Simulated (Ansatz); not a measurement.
Born–Oppenheimer molecular dynamics of CH$_{5}$GaO (8 atoms, charge 0, multiplicity 1). It goes on from the last frame of an earlier run, with new velocities.

Method: RKS PBE-D4/def2-SVP in Ansatz.

- ensemble: NVT, Langevin thermostat
- time step: 0.5 fs
- steps asked: 150
- set temperature: 300 K
- friction: 0.001 /fs
- seed: 982089

First frame:

```xyz
8
Properties=species:S:1:pos:R:3
Ga -0.011 -0.010 -0.055
O 0.053 -0.144 1.751
H -0.797 -0.363 2.163
H 1.373 0.161 -0.802
C -1.717 -0.014 -1.026
H -2.508 -0.755 -0.723
H -2.278 0.965 -0.997
H -1.469 -0.156 -2.106
```

(1) How far do the bonds stretch over the last three quarters of this one trajectory? (Pairs bonded in most of those frames.)

Answers

(1) 
| bond | mean (Å) | spread (Å) | shortest | longest |
| --- | --- | --- | --- | --- |
| Ga1–O2 | 1.813 | 0.022 | 1.78 | 1.84 |
| Ga1–H4 | 1.578 | 0.005 | 1.57 | 1.59 |
| Ga1–C5 | 1.984 | 0.039 | 1.93 | 2.05 |
| O2–H3 | 0.976 | 0.024 | 0.94 | 1.01 |
| C5–H6 | 1.113 | 0.023 | 1.08 | 1.15 |
| C5–H7 | 1.110 | 0.019 | 1.08 | 1.14 |
| C5–H8 | 1.110 | 0.019 | 1.08 | 1.14 |

Mean temperature of the second half: 232 K. The mean temperature of the second half is 23 % below the set value. A run of 0.075 ps of so small a system gives no equilibrium averages.

The run took 4.8 min on 1 thread of Arm Neoverse V2 (shared host), peak memory 0.12 GiB.
